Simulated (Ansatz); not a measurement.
Be₈⁺, relaxed as a doublet with UKS r2SCAN/def2-SVP in Ansatz, starting from the GFN2-xTB geometry. Force threshold 0.02 eV/Å.

The charge 1 doublet is spin-contaminated (final ⟨S²⟩ up to 1.49, 0.75 for a pure state). The structure comes from a short search, and lower isomers may exist.

Start:

Cartesian coordinates in Å:
```
Be 1.217 -1.036 0.456
Be -0.251 0.881 -1.502
Be -1.493 -0.756 0.903
Be 0.494 2.221 -0.211
Be 1.232 0.829 0.993
Be -0.446 -2.221 0.163
Be -0.972 1.079 0.538
Be 0.220 -0.998 -1.340
```

Question: Estimate the energy that the relaxation releases and the steps that it takes.

Answer: 3.00 eV, in 14 steps; 79 s on 4 threads of Arm Neoverse V1 on a shared host. No frequencies were taken in this run, so the end may be a saddle point.

Question: Does the start keep its bonding?

Answer: Bonds formed: Be1–Be3, Be3–Be5 (atoms count from 1). The end is the same structure that another start reached, the lowest one found.

Question: Predict the relaxed structure.

Answer: 
```csv
atom,x (Å),y (Å),z (Å)
Be1,0.940,-1.607,0.787
Be2,-0.993,0.377,-1.034
Be3,-0.833,-0.589,1.080
Be4,0.514,1.774,-0.821
Be5,0.878,0.708,0.966
Be6,-0.545,-1.857,-0.584
Be7,-0.909,1.693,0.634
Be8,0.948,-0.498,-1.027
```
Bond lengths (bridged metal pairs left out): 12 × Be–Be 2.04 to 2.15 Å.
